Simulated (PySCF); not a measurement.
WOF2, SMILES [O]=[W]([F])[F] (connectivity only; charge and spin as stated), neutral, multiplicity 3. Atoms are numbered in the order given.

```xyz
4

W      0.0000     0.0000     0.0399
O      0.0000     0.0000     1.7407
F      0.0000     1.6242    -0.9378
F      0.0000    -1.6242    -0.9378
```
Charge 0, spin multiplicity 3.

Geometry: PBE-D3(BJ)/def2-TZVP. The spin state was assumed, not searched. The def2 effective core potentials stand for the cores of W; spin–orbit coupling is left out.

Level of theory: PySCF with M06-2X/def2-TZVPD.

Computed frontier levels, dipole moment and polarisability:
* **α spin, highest occupied and lowest empty level**: -8.63 and -1.94 eV
* **β spin, highest occupied and lowest empty level**: -12.46 and -5.49 eV
* **dipole moment**: 0.128 e·Å
* **quadrupole, principal values (traceless, Buckingham form, about the centre of nuclear charge)**: -4.45, -4.04, 8.50 D·Å
* **mean static polarisability**: 39.9 bohr³ (5.91 Å³)
* **polarisability, principal values**: 37.4, 38.4, 43.8 bohr³
* **⟨S²⟩**: 2.022 (pure state 2.00)
